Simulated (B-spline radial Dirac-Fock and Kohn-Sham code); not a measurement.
Run log: Hg⁶⁺

ΔSCF core binding energies without Breit or QED terms, calculated with a radial B-spline solver. Keys: rel is the Hamiltonian (dirac, or spin-free x2c and nr, where L3 and M5 stand for the whole 2p and 3d shells), method is hf or an exchange,correlation pair (spin-unpolarised, also for the hole states), nuc the nuclear model, radius_factor scales its radius, rmax is the box in bohr, h the logarithmic mesh step, order the B-spline order, points the quadrature points per cell, c_factor scales the speed of light, and damp, ndamp, maxit and tol steer the iteration. The run stops when the commutator error falls below 10·tol·max(1, Z/10), or the numerical noise floor, and the energy has settled to about 1e-8 Ha; the virial ratio is −V/T.

Input (task.json):

```json
{"items": [{"Z": 80, "q": 6, "cfg": [[1, 0, 2], [2, 0, 2], [2, 1, 6], [3, 0, 2], [3, 1, 6], [3, 2, 10], [4, 0, 2], [4, 1, 6], [4, 2, 10], [4, 3, 14], [5, 0, 2], [5, 1, 6], [5, 2, 6]], "A": 202, "rrms": 5.4648, "do": "settings", "holes": ["K", "L3", "M5"],
  "settings": [{"rel": "dirac", "method": "hf", "nuc": "fermi", "radius_factor": 1.0, "rmax": 45.0, "h": 0.3, "order": 8, "points": 10, "c_factor": 1.0, "maxit": 50, "damp": 0.97, "ndamp": 100, "tol": 1e-08}]}]}
```

Command: `python xray2_run.py task.json out`

Ground-state iterations:

```
iter   energy (Ha)        error
   1   -19634.56563341  2.25e+00
   2   -19638.97919305  2.43e-01
   3   -19639.04307776  2.32e-01
   4   -19639.10095787  2.22e-01
   5   -19639.15339409  2.13e-01
   6   -19639.20089578  2.03e-01
   7   -19639.24392542  1.95e-01
   8   -19639.28290287  1.86e-01
   9   -19639.31820912  1.78e-01
  10   -19639.35018985  1.70e-01
  11   -19639.37915856  1.63e-01
  12   -19639.40539953  1.56e-01
  13   -19639.42917047  1.49e-01
  14   -19639.45070495  1.43e-01
  15   -19639.47021458  1.37e-01
  23   -19639.57300126  9.64e-02
  31   -19639.62006311  6.83e-02
  39   -19639.64190942  4.86e-02
  47   -19639.65223843  3.48e-02
  50   -19639.65453641  3.07e-02
```

The ground state had not converged after 50 iterations, with total energy -19639.65454 Ha, virial ratio 1.86758 and highest orbital energy -95.62 eV. ΔSCF binding energies: K (1s) 83653.3 eV, L3 (2p3/2) 12421.0 eV, M5 (3d5/2) 2399.8 eV (not all states converged, so these are not final).

Question: One setting is unsound. Which, and why?

Answer: damp is so close to 1 that the orbitals hardly move in each step. With the default settings (Dirac Hartree-Fock): The ground state converged in 10 iterations, with total energy -19639.66232 Ha, virial ratio 1.86768 and highest orbital energy -96.36 eV. ΔSCF binding energies: K (1s) 83652.8 eV, L3 (2p3/2) 12420.6 eV, M5 (3d5/2) 2399.4 eV.
